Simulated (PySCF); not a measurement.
# Reading the logs of faulty runs: GeH4NOSi

All numbers below are calculated, not measured. They come from PySCF 2.14.0, an open-source quantum chemistry program, on an isolated molecule that a program drew, which may never have been made. The molecule is GeH4NOSi (charge 0, doublet), drawn as the SMILES string `O[SiH][N]=[GeH2]`.

Each row is a Hartree-Fock (HF) and frozen-core CCSD(T) single point in the cc-pV(D+d)Z basis, meant for a local HF minimum. Run 1 is clean. Each other run has one planted mistake out of seven kinds, and not every kind appears here: one electron removed, one electron added, multiplicity raised by two, geometry at a saddle point, minimal basis STO-3G, one bond length entered in bohr, all coordinates scaled. The reference is restricted for singlets and unrestricted otherwise, and also for a bond in bohr. Adding or removing an electron swaps singlet and doublet. Electrons count all cores. HOMO and LUMO are orbital energies over both spins, the gradient is its largest component, and the lowest frequency (negative if imaginary) is given only where the gradient is small. Bond lengths are over the 7 bonds as drawn. T1 is the CCSD diagnostic: over 0.02 (restricted) or 0.045 (unrestricted) a single reference is doubtful. Germanium has the cc-pVDZ-PP basis, with a core potential (ECP10MDF) in place of its 10 inner electrons, and its 3s, 3p and 3d shells are frozen in CCSD(T).

Geometry of the clean run:
```xyz
8
GeH4NOSi, angstrom
O     0.8278    1.8555    0.9542
Si    0.2779    0.6636    0.0076
N    -0.5325    0.8690   -1.3005
Ge   -1.3888    0.1571   -2.7246
H     0.6419    2.7474    0.6913
H     0.7163   -0.5669    0.6655
H    -0.7249    0.6555   -4.0261
H    -2.8688    0.5960   -2.7072
```

```
run,electrons,basis functions,<S^2>,HOMO (eV),LUMO (eV),gradient (hartree/bohr),lowest frequency (cm^-1),mean bond (Å),longest bond (Å),T1,HF (hartree),CCSD(T) (hartree),mistake
1,65,94,0.756,-7.82,1.84,1.3e-05,74,1.4967,1.808,0.0179,-713.95773,-714.53136,no fault
2,65,94,0.755,-7.59,2.13,5.5e-02,-,1.4293,1.726,0.0160,-713.93584,-714.49793,all coordinates scaled
3,66,94,0.000,0.06,7.16,9.0e-02,-,1.4967,1.808,0.0181,-713.92072,-714.52483,one electron added
4,64,94,0.000,-16.30,-5.95,8.8e-02,-,1.4967,1.808,0.0237,-713.70413,-714.27996,one electron removed
5,65,94,2.040,-8.00,0.89,2.1e-02,-,1.6940,2.934,0.0924,-713.80231,-714.36476,one bond length entered in bohr
6,65,94,3.790,-5.19,0.08,1.4e-01,-,1.4967,1.808,0.0223,-713.82044,-714.35651,?
```

**Which mistake was planted in run 6, and what did it cost?**

Electrons, basis and geometry are unchanged, and <S^2> is 3.790, beside S(S+1) = 3.75 for a multiplicity of 4. So the mistake is: multiplicity raised by two. Subtracting run 1 and multiplying by 627.51 kcal/mol a hartree, the energy moved by 86.2 kcal/mol in HF and 109.7 kcal/mol in CCSD(T).

Cautions from the logs. Run 3: the HOMO is above zero, so the electron isn't bound and the energy depends on the basis; run 4: T1 is over the limit, so its CCSD(T) energy is less reliable; run 5: T1 is over the limit, so its CCSD(T) energy is less reliable.
